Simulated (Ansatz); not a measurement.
Coupled-cluster diagnostics for Si(CCH)Cl3 (C₂HCl₃Si), Ansatz.

Geometry of the singlet (r2SCAN-D4/def2-SVP):

```
atom    x (Å)    y (Å)    z (Å)
 Si1   0.1895  -0.9590  -0.0531
  C2  -0.1648   0.8101   0.0441
  C3  -0.3968   2.0060   0.1119
  H4  -0.6054   3.0604   0.1701
 Cl5  -0.2666  -1.6572  -1.9227
 Cl6  -0.9312  -1.9697   1.3305
 Cl7   2.1753  -1.2907   0.3191
```

Correlated methods freeze 22 core orbitals.

Task: Estimate the CCSD(T) correlation energy, the shares of MP2 and (T), T1 and the reference's ⟨S²⟩ for: charge 0, singlet, own geometry in def2-TZVPP; and the rough time on 4 threads of Intel Xeon on a shared host.

Result: 
```csv
state,basis,correlation (eV),MP2 share (%),(T) share (%),T1,⟨S²⟩ (pure),wall time
"charge 0, singlet, own geometry",def2-TZVPP,-29.236,90.6,4.7,0.011,0.00 (0.00),3.4 min
```
Customary marks for T1 are 0.02 (closed shells), 0.045 (open shells) and about 0.05 (3d metals). T1 stays under 0.02 throughout.
